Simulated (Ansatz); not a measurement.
Reaction (formal hydrolysis of a C–S bond): `OC(S)=[Se]` + H₂O → `OC(O)=[Se]` + H₂S

Computed with Ansatz on PBE0-D4/def2-TZVP structures; ΔE is electronic, products minus reactants. CBS: MP2 limit from def2 TZ/QZ plus the TZ coupled-cluster correction, frozen cores. This one scheme is used for every species. Functionals use def2-TZVPP. HSE06 is defined as in plane-wave codes. For Se outer-core shells are correlated without core-valence functions, which leaves a few kJ/mol of doubt a bond. Scalar relativity is left out up to krypton. Each species was taken in one conformer, which may not be the lowest.

`OC(S)=[Se]`:

Z-matrix (Å, degrees):
```
C
S 1 1.735
Se 1 1.783 2 127.2
O 1 1.327 2 109.2 3 180.0
H 2 1.340 1 94.4 3 -0.0
H 4 0.970 1 107.0 2 180.0
```

H₂O:

Cartesian coordinates in Å:
```
O 0.011 -0.028 0.388
H 0.087 -0.740 -0.251
H -0.098 0.768 -0.137
```

`OC(O)=[Se]`:

Z-matrix (Å, degrees):
```
C
O 1 1.314
Se 1 1.796 2 125.3
O 1 1.314 2 109.5 3 -180.0
H 2 0.966 1 107.1 3 -0.0
H 4 0.966 1 107.1 2 180.0
```

H₂S:

```xyz
3

S     0.367   -0.469   -0.169
H    -0.692    0.131   -0.732
H     0.324    0.338    0.901
```

```json
{"level": "revPBE-D4", "ΔE (kcal/mol)": "-2.9"}
{"level": "B97M-V", "ΔE (kcal/mol)": "-6.0"}
{"level": "r2SCANh-D4", "ΔE (kcal/mol)": "-5.7"}
{"level": "CAM-B3LYP-D4", "ΔE (kcal/mol)": "-6.9"}
{"level": "HSE06", "ΔE (kcal/mol)": "-5.8"}
{"level": "MP2/def2-SVP", "ΔE (kcal/mol)": "-8.4"}
{"level": "MP2/def2-QZVPP", "ΔE (kcal/mol)": "-1.1"}
{"level": "CCSD/CBS(def2)", "ΔE (kcal/mol)": "-4.2"}
```

**Question.** What does CCSD(T)/CBS give? (An estimate is asked.)

**Answer.** Ansatz gave: -2.9 kcal/mol. The listed levels differ from it by 0.0, -3.1, -2.8, -4.0, -2.9, -5.5, 1.8, -1.3 kcal/mol.

Largest T1 diagnostic among the species: 0.017.

At CCSD(T), def2-SVP lies −7.2 kcal/mol from the extrapolated value and def2-TZVPP −1.9 kcal/mol. From BLYP to BHLYP (50 % exact exchange), in def2-TZVPP and without D4, ΔE moves by −2.9 kcal/mol. Leaving LDA and LC-ωPBE aside and taking each functional with its dispersion term where it has one, the values, not all of them listed here, spread over 4.4 kcal/mol, from ωB97X-V to revPBE-D4. LDA lies −1.4 kcal/mol from PBE without D4.
